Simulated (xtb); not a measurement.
ClGeH6NSi, SMILES N[Si@@H](Cl)[GeH3]. All values are semi-empirical tight-binding results from xtb (GFN2-xTB unless named), good for trends rather than for accurate numbers. Geometry: GFN2-xTB. The structure was generated by enumeration; whether it is a known compound was not checked. One conformer was computed; it need not be the lowest.

For metal compounds this method's bond lengths and energies can be far off.

Computed properties:
```
Item                                          Result
-------------------------------------  -------------
orbital gap                                  5.32 eV
zero-point energy                      35.9 kcal/mol
G − E(el) at 298.15 K (modified RRHO)  14.6 kcal/mol
```
